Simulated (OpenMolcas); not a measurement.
Tc3+: moving or changing the point charges

Tc3+ among 6 point charges of -1.7 e arranged as a trigonal antiprism (D3d), 2.11 Å from the ion, with a polar angle of 56.4° against the regular 54.74°.
```
   0.0000    1.7570    1.1683  -1.70
  -1.5216   -0.8785    1.1683  -1.70
   1.5216   -0.8785    1.1683  -1.70
   0.0000   -1.7570   -1.1683  -1.70
   1.5216    0.8785   -1.1683  -1.70
  -1.5216    0.8785   -1.1683  -1.70
```

```json
{"Program": "OpenMolcas", "Method": "SS-CASPT2, IPEA 0.25 Eh, imaginary shift 0.1 Eh (closed shells correlated: 4s 4p)", "Basis": "ANO-RCC-VDZP [6s5p3d1f]", "Scalar Hamiltonian": "DKH2, point nucleus", "Active space": "4 electrons in 5 orbitals (4d)", "State averaging": "2S+1 = 5 even, 5 roots; 2S+1 = 3 even, 45 roots; 2S+1 = 1 even, 50 roots", "Spin-orbit coupling": "state interaction with AMFI integrals over the reference wave functions"}
```

Runs around this geometry, states (labels of D3, the rotations of D3d). Energies in cm-1 above the lowest state or level, χT in cm3 K/mol.

| R (Å) | q (e) | Polar angle / regular | Ground state | First state of that spin | First gap with spin-orbit (degeneracies) | χT at 300 K | First state of another spin |
| --- | --- | --- | --- | --- | --- | --- | --- |
| 2.11 | -1.7 | 0.95 | 5E | 5A1 6870 | 61 (1, 2) | 2.309 | 3E 10740 |
| 2.11 | -0.85 | 1.03 | 5E | 5E 3790 | 92 (1, 1) | 1.902 | 3A2 14810 |
| 2.11 | -1.7 | 1.03 | 5E | 5E 7600 | 56 (1, 1) | 2.339 | 3A2 10720 |
| 2.3 | -1.7 | 1.03 | 5E | 5E 5020 | 63 (1, 1) | 2.082 | 3A2 13460 |

Taking the first state of the same spin as R^-n, n = -ln(5020 / 7600) / ln(2.3 / 2.11) = 4.8 between the shortest and longest distance.

Scaling the charges by -0.85 / -1.7 = 0.50 scales the first state of the same spin by 3790 / 7600 = 0.50; with fixed orbitals a first-order splitting would follow the charge.

Roots that are degenerate in the reference are averaged as groups; the widest CASPT2 spread within a group is 310 cm-1 (the 2-fold group of multiplicity 1 near 68700 cm-1 above the lowest state of its run, R = 2.11, q = -1.7, ratio = 1.03). Shifts and gaps below about the spread of the groups concerned are not significant. An orbital doublet at a regular site is open to a Jahn-Teller distortion, which this geometry leaves out. This shell can be high or low spin here, a state of another spin lies low, and with metal d orbitals alone active their balance is uncertain, so the ground spin may be wrong. Point charges give a weaker field than real ligands, and real ions of this kind are as a rule low spin; the high spin found here belongs to the model. Free-ion shares, where given, are those of the reference states; single-state CASPT2 does not remix them. The ground term spreads over less than 5000 cm-1, several times less than with real ligands, so orbital moments are less quenched and χT lies further from the spin-only value than at real sites (holds for R = 2.11, q = -0.85, ratio = 1.03). This is an electrostatic model: the charges have no orbitals. No measured value stands beside these numbers.
